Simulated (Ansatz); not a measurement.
Harmonic frequencies (cm⁻¹) at PBE0-D4/def2-TZVP from Ansatz: 244, 253, 518, 565, 633, 824, 984, 1142, 1334, 2173, 2654, 3876.

Each molecule was computed in one conformer, which needn't be the lowest.

**Question.** Which molecule is it?
A. `OB[TeH]`
B. `[AlH2][CH2][GaH2]`
C. `O[SiH]1OCO1`
D. `[F][In]1[CH2][CH2]1`

**Answer.** A.
